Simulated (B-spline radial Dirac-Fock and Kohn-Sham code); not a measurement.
# K-line shifts caused by a second vacancy in Cd⁺

System: cadmium as Cd⁺, configuration [Kr] 4d10 5s1.

These are calculated numbers from a radial B-spline solver; the model is ΔSCF Dirac-Fock with Breit, self-energy and vacuum polarisation, finite nucleus, configuration average. Each two-hole energy is an average over J within one jj subconfiguration, not an observable level; in light atoms, where LS coupling holds, the j-resolved values are not observed lines, and for a K spectator the Kα1 hypersatellite is nearly forbidden. No correlation.

Lines without a spectator: Kα2 (K-L2) 22982.2 eV, Kα1 (K-L3) 23172.0 eV, Kβ3 (K-M2) 26056.3 eV, Kβ1 (K-M3) 26091.0 eV. Shifts in eV with one spectator hole (a dash: not computed, or left out as unreliable):

| spectator hole | Kα2 | Kα1 | Kβ3 | Kβ1 |
| --- | --- | --- | --- | --- |
| K (1s) | +548.4 | +564.5 | +698.6 | +701.9 |
| L2 (2p1/2) | +59.9 | +75.3 | – | +159.9 |
| L3 (2p3/2) | +59.3 | +59.2 | +142.6 | – |
| M2 (3p1/2) | – | +8.47 | +18.87 | +23.01 |
| M3 (3p3/2) | +6.36 | – | +19.67 | +19.08 |
| M4 (3d3/2) | +1.07 | -1.43 | – | – |
| M5 (3d5/2) | -1.86 | -0.05 | – | – |

With n spectator holes in 2p, averaged over the 2p shell (energies in eV):

```
n     KαLⁿ   step  hypersatellite KαʰLⁿ
0  23108.7      –               23667.8
1  23172.3  +63.6               23732.9
2  23237.2  +64.8               23799.1
3  23303.2  +66.1               23866.7
4  23370.5  +67.3               23935.4
5  23439.1  +68.6               24005.4
```
